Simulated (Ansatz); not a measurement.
The same molecule with X = F, Cl, Br. Ansatz, PBE0-D4/def2-TZVP geometries, multiplicity 1.

Elements past krypton have def2 core potentials. Scalar relativity is left out up to krypton.

| X | molecule | mean X–Cd bond length / Å | LUMO energy (PBE/def2-TZVPP) / eV | HOMO energy (ωB97M-V/def2-TZVPP) / eV | size of the dipole moment (B3LYP/def2-TZVPP) / D |
| --- | --- | --- | --- | --- | --- |
| F | `[CH3][Cd][F]` | 1.947 | -1.66 | -10.63 | 3.41 |
| Br | `[CH3][Cd][Br]` | 2.427 | -1.74 | -10.11 | 3.04 |

Question: Give the row for X = Cl, `[CH3][Cd][Cl]`. (Estimate.)

Answer: The calculation gave: 
```csv
X,molecule,mean X–Cd bond length / Å,LUMO energy (PBE/def2-TZVPP) / eV,HOMO energy (ωB97M-V/def2-TZVPP) / eV,size of the dipole moment (B3LYP/def2-TZVPP) / D
Cl,`[CH3][Cd][Cl]`,2.292,-1.65,-10.42,3.16
```

From F to Br the mean X–Cd bond length rises at each step, by 0.480 Å in all; the LUMO energy (PBE/def2-TZVPP) isn't monotonic: highest at Cl, lowest at Br; the HOMO energy (ωB97M-V/def2-TZVPP) rises at each step, by 0.52 eV in all. Bonds lengthen as the atom grows down the group. Dipoles are sizes alone, and their direction can turn along the series.

B3LYP here is the variant with VWN-RPA as its local correlation; programs differ in this.

Spin–orbit coupling is left out; it splits and shifts lone-pair levels of the heavy atoms by tenths of an eV.
